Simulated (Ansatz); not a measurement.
Mulliken charges of C₃H₅ClSi, SMILES `ClC1=CC[SiH2]1` from r2SCAN/def2-TZVPP in Ansatz (PBE0-D4/def2-TZVP geometry).

| atom | x (Å) | y (Å) | z (Å) | charge (e) |
| --- | --- | --- | --- | --- |
| Cl1 | -0.333 | 0.193 | 2.899 | -0.107 |
| C2 | -0.134 | 0.080 | 1.206 | -0.144 |
| C3 | 0.043 | -1.030 | 0.474 | 0.026 |
| C4 | 0.167 | -0.593 | -0.973 | -0.221 |
| Si5 | -0.058 | 1.167 | -0.301 | 0.399 |
| H6 | 0.091 | -2.057 | 0.833 | 0.070 |
| H7 | 1.134 | -0.827 | -1.424 | 0.065 |
| H8 | -0.624 | -0.977 | -1.621 | 0.065 |
| H9 | 1.095 | 2.099 | -0.411 | -0.076 |
| H10 | -1.299 | 1.894 | -0.679 | -0.076 |

Question: By hand: the dipole of these point charges (1 e Å = 4.8032 D).

Answer: Σ q r = (0.051, -0.027, -0.433) e Å, of length 0.437 e Å = 2.10 D.

Question: How does the dipole of the full density compare? (Estimate.)

Answer: Ansatz gave: (0.048, -0.114, -0.344) e Å, 1.76 D; the point charges give 1.19 times that, at 15° from its direction.

Point charges leave out the atoms' own dipoles, such as those of lone pairs, and Mulliken's split depends on the basis, so the two needn't agree.
